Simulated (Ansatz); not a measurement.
Geometry optimisation, RKS PBE0-D4/def2-SVP in Ansatz 0.2.0.

The input (input.yaml):

```yaml
crystal:
  periodic: [false, false, false]
  atoms:
    - { symbol: Si, position_ang: [0.43833, -0.75478, 1.38902] }
    - { symbol: O, position_ang: [0.03289, 0.03857, 0.03128] }
    - { symbol: Sc, position_ang: [-0.48384, 0.86476, -1.51886] }
    - { symbol: Cl, position_ang: [-2.02983, -0.01698, -2.86521] }
    - { symbol: Cl, position_ang: [0.40896, 2.76411, -2.27866] }
    - { symbol: H, position_ang: [-0.72805, -0.69557, 2.28485] }
    - { symbol: H, position_ang: [0.75745, -2.13817, 0.9994] }
    - { symbol: H, position_ang: [1.60409, -0.06194, 1.95818] }
basis:
  gaussian: { orbitals: def2-SVP }
hamiltonian:
  xc: pbe0
  dispersion: d4
relax:
  f_tol: 0.02
  max_steps: 50
output:
  orbitals: {}
```

Command:

```bash
$ ansatz run input.yaml --threads 2 --pin off --max-ram 3072MiB --backend cpu --events-out ev --progress --plain --runs-dir out
```

Question: Where does it end, and by what steps?

Answer: It converged. After 5 steps the energy has fallen by 0.148 eV; Cl5 moved furthest, 0.16 Å.

```csv
step,energy less start (eV),largest force component (eV/Å),accepted
0,0.0000,1.000,yes
1,-0.1348,0.608,yes
2,-0.1464,0.273,yes
3,-0.1479,0.062,yes
4,-0.1481,0.022,yes
5,-0.1482,0.004,yes
```

```xyz
8
Properties=species:S:1:pos:R:3
Si 0.434 -0.737 1.363
O 0.000 0.044 -0.045
Sc -0.506 0.875 -1.604
Cl -2.127 -0.101 -2.884
Cl 0.511 2.838 -2.185
H -0.710 -0.704 2.322
H 0.784 -2.156 1.058
H 1.613 -0.059 1.976
```

Whether the end is a true minimum wasn't checked by a vibrational analysis.

Run time: 10 s on 2 threads of AMD EPYC 9R45 96-Core Processor (Zen 5) (shared host), peak memory 0.33 GiB.
